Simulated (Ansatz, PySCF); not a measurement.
This Ansatz (a quantum-chemistry and plane-wave program) input computes a r2SCAN/def2-TZVPD energy:

Ansatz 0.2 input:
```yaml
crystal:
  periodic: [false, false, false]
  atoms:
    - {symbol: C, position_ang: [-0.95638991, 0.82574288, -0.19958455]}
    - {symbol: C, position_ang: [0.32370432, 1.18231593, -0.15172382]}
    - {symbol: C, position_ang: [1.24855542, 0.04030646, 0.09280502]}
    - {symbol: C, position_ang: [0.26354695, -1.10463437, 0.18656537]}
    - {symbol: C, position_ang: [-0.98519863, -0.63736737, 0.01760717]}
    - {symbol: H, position_ang: [-1.82250677, 1.44905745, -0.36165688]}
    - {symbol: H, position_ang: [1.82908212, 0.16349392, 1.01248088]}
    - {symbol: H, position_ang: [1.96640552, -0.09668603, -0.72200438]}
    - {symbol: H, position_ang: [0.55483327, -2.12930551, 0.36333211]}
    - {symbol: H, position_ang: [-1.89312310, -1.22474110, 0.03383308]}
basis:
  gaussian:
    orbitals: def2-TZVPD
hamiltonian:
  xc: {name: r2SCAN}
magnetization: {spin_polarized: true, initial_magnetization: 1}
output: {forces: true}
```

Task: Write an input for the same energy in PySCF and say what it gives.

Result: 
```python
from pyscf import gto, scf, dft

mol = gto.M(
    atom='''
    C    -0.95638991    0.82574288   -0.19958455
    C     0.32370432    1.18231593   -0.15172382
    C     1.24855542    0.04030646    0.09280502
    C     0.26354695   -1.10463437    0.18656537
    C    -0.98519863   -0.63736737    0.01760717
    H    -1.82250677    1.44905745   -0.36165688
    H     1.82908212    0.16349392    1.01248088
    H     1.96640552   -0.09668603   -0.72200438
    H     0.55483327   -2.12930551    0.36333211
    H    -1.89312310   -1.22474110    0.03383308
    ''',
    basis='def2-tzvpd',
    charge=0,
    spin=1,
    verbose=4,
)

mf = dft.UKS(mol, xc='r2scan').density_fit(auxbasis='def2-universal-jkfit')
mf.grids.level = 4
mf.conv_tol = 1e-9
mf.max_cycle = 100
mf.max_memory = 1500
mf.kernel()
if not mf.converged:
    mf = mf.newton()
    mf.kernel(mf.make_rdm1())
for _ in range(2):
    mo, _, stable, _ = mf.stability(return_status=True)
    if stable:
        break
    mf.kernel(mf.make_rdm1(mo, mf.mo_occ))
mf.analyze()
```
It gives -193.36385 Eh, and Ansatz -193.36379 Eh, a difference of 0.06 mEh, from the treatment of integrals and grids.

It need not be the lowest isomer of its formula.
